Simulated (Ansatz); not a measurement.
Ideal-gas functions of CH$_{4}$GeO$_{2}$ (`C1[O][GeH2][O]1`) at 400 K and 1 bar, from an Ansatz frequency run at PBE0-D4/def2-TZVP.

Molar mass 120.65 g/mol, point group C2v (symmetry number 2), electronic degeneracy 1, moments of inertia 45.292, 100.385, 135.787 u Å². Harmonic wavenumbers (cm⁻¹, unscaled): 189, 477, 534, 586, 639, 721, 848, 899, 1006, 1086, 1149, 1168, 1383, 1550, 2155, 2157, 3012, 3056.

Use S(trans) = R[1.5 ln M + 2.5 ln T − 1.1517]; rotational temperatures θ = 24.2544 K / I; S(rot) = R[ln(√π/σ · √(T³/θAθBθC)) + 1.5]; for each mode x = 1.438777 ν̃/T, S = R[x/(eˣ − 1) − ln(1 − e⁻ˣ)] and H = RT x/(eˣ − 1); 1 cm⁻¹ = 0.0119627 kJ/mol; R = 8.31446 J/(mol·K).

By hand: the entropy, in J/(mol·K).

Translation 174.7. Rotation: θ = 0.5355, 0.2416, 0.1786 K, giving 101.9. Vibration, mode by mode: 11.68, 4.78, 4.06, 3.50, 3.01, 2.39, 1.66, 1.44, 1.06, 0.84, 0.69, 0.66, 0.35, 0.21, 0.03, 0.03, 0.00, 0.00, in all 36.4. Electronic 0.0. Sum 313.0 J/(mol·K).

By hand: H − E and G − E in kJ/mol, counted from the electronic energy.

Zero-point energy ½ × 22615 × 0.0119627 = 135.3; thermal vibration 9.4; translation, rotation and pV give 4 RT = 13.3. H − E = 158.0 kJ/mol, and G − E = 158.0 − 400 × 313.0/1000 = 32.8 kJ/mol.

Vibration gives 12 % of the entropy.
